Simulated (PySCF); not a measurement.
hafnium atom (Hf), triplet (core potentials on Hf); TPSS/def2-SVP in PySCF.

Input for PySCF:
```python
from pyscf import gto, scf, dft

mol = gto.Mole()
mol.atom = '''
    Hf    0.00000000    0.00000000    0.00000000
'''
mol.basis = 'def2-svp'
mol.ecp = {'Hf': 'def2-svp'}
mol.spin = 2
mol.verbose = 4
mol.build()

mf = dft.UKS(mol)
mf.xc = 'tpss'
mf.init_guess = 'huckel'
mf.kernel()
```

**Question.** Write the output that PySCF gives for this input, abridged.

**Answer.** 
```
PySCF version 2.14.0

[INPUT] verbose = 4
[INPUT] num. atoms = 1
[INPUT] num. electrons = 12
[INPUT] charge = 0
[INPUT] spin (= nelec alpha-beta = 2S) = 2
[INPUT] symmetry False subgroup None
[INPUT] Mole.unit = angstrom
[INPUT] Symbol           X                Y                Z      unit          X                Y                Z       unit  Magmom
[INPUT]  1 Hf     0.000000000000   0.000000000000   0.000000000000 AA    0.000000000000   0.000000000000   0.000000000000 Bohr   0.0

nuclear repulsion = 0
number of shells = 12
number of NR pGTOs = 57
number of NR cGTOs = 32
basis = def2-svp
ecp = {'Hf': 'def2-svp'}

******** <class 'pyscf.dft.uks.UKS'> ********
method = UKS
initial guess = huckel
damping factor = 0
level_shift factor = 0
DIIS = <class 'pyscf.scf.diis.CDIIS'>
diis_start_cycle = 1
diis_space = 8
diis_damp = 0
SCF conv_tol = 1e-09
SCF conv_tol_grad = None
SCF max_cycles = 50
direct_scf = True
direct_scf_tol = 1e-13
number electrons alpha = 7  beta = 5
XC library pyscf.dft.libxc version 7.1.2
    S. Lehtola, C. Steigemann, M. J. T. Oliveira, and M. A. L. Marques,  SoftwareX 7, 1–5 (2018)
XC functionals = tpss
    J. Tao, J. P. Perdew, V. N. Staroverov, and G. E. Scuseria,  Phys. Rev. Lett. 91, 146401 (2003)
    J. P. Perdew, J. Tao, V. N. Staroverov, and G. E. Scuseria,  J. Chem. Phys. 120, 6898 (2004)
    J. Tao, J. P. Perdew, V. N. Staroverov, and G. E. Scuseria,  Phys. Rev. Lett. 91, 146401 (2003)
    J. P. Perdew, J. Tao, V. N. Staroverov, and G. E. Scuseria,  J. Chem. Phys. 120, 6898 (2004)
radial grids:
    Treutler-Ahlrichs [JCP 102, 346 (1995); DOI:10.1063/1.469408] (M4) radial grids

becke partition: Becke, JCP 88, 2547 (1988); DOI:10.1063/1.454033
pruning grids: <function nwchem_prune>
grids dens level: 3
symmetrized grids: False
atomic radii adjust function: <function treutler_atomic_radii_adjust>
small_rho_cutoff = 0
Set gradient conv threshold to 3.16228e-05
Initial guess from on-the-fly Huckel, doi:10.1021/acs.jctc.8b01089.
Spherically averaged atomic HF for {'Hf'}

******** <class 'pyscf.scf.atom_hf.AtomSphAverageRHF'> ********
method = AtomSphAverageRHF
initial guess = minao
damping factor = 0
level_shift factor = 0
DIIS = <class 'pyscf.scf.diis.CDIIS'>
diis_start_cycle = 1
diis_space = 8
diis_damp = 0
SCF conv_tol = 1e-09
SCF conv_tol_grad = None
SCF max_cycles = 50
direct_scf = True
direct_scf_tol = 1e-13
atom = Hf
Set gradient conv threshold to 3.16228e-05
Initial guess from minao.
init E= -34.5350326687328
cycle= 1 E= -47.008973548927  delta_E= -12.5  |g|=    0  |ddm|= 6.64
cycle= 2 E= -47.0350524425985  delta_E= -0.0261  |g|=    0  |ddm|= 1.23
cycle= 3 E= -47.0549955406467  delta_E= -0.0199  |g|=    0  |ddm|= 0.558
cycle= 4 E= -47.0578907916353  delta_E= -0.0029  |g|=    0  |ddm|= 0.181
cycle= 5 E= -47.0578969892799  delta_E= -6.2e-06  |g|=    0  |ddm|= 0.0287
cycle= 6 E= -47.0578972211159  delta_E= -2.32e-07  |g|=    0  |ddm|= 0.00548
cycle= 7 E= -47.0578972418075  delta_E= -2.07e-08  |g|=    0  |ddm|= 0.00127
cycle= 8 E= -47.0578972418125  delta_E= -5.02e-12  |g|=    0  |ddm|= 1.84e-05
Extra cycle  E= -47.0578972418126  delta_E= -1.42e-13  |g|=    0  |ddm|= 3.04e-06
Atomic HF for atom  Hf  converged. SCF energy = -47.0578972418126

tot grids = 23792
init E= -47.8249654899871
cycle= 1 E= -47.8390257324872  delta_E= -0.0141  |g|= 0.0931  |ddm|= 0.689
cycle= 2 E= -47.8419640570243  delta_E= -0.00294  |g|= 0.0733  |ddm|= 0.615
cycle= 3 E= -47.8464153130448  delta_E= -0.00445  |g|= 0.00246  |ddm|= 0.249
cycle= 4 E= -47.8464541616325  delta_E= -3.88e-05  |g|= 0.000751  |ddm|= 0.0234
cycle= 5 E= -47.8464596611988  delta_E= -5.5e-06  |g|= 0.000106  |ddm|= 0.0114
cycle= 6 E= -47.8464597235598  delta_E= -6.24e-08  |g|= 6.8e-06  |ddm|= 0.00133
cycle= 7 E= -47.8464597236614  delta_E= -1.02e-10  |g|= 4.56e-07  |ddm|= 5.86e-05
Extra cycle  E= -47.8464597236618  delta_E= -4.26e-13  |g|= 7.81e-08  |ddm|= 3.46e-06
converged SCF energy = -47.8464597236618  <S^2> = 2.0578402  2S+1 = 3.0383154
```
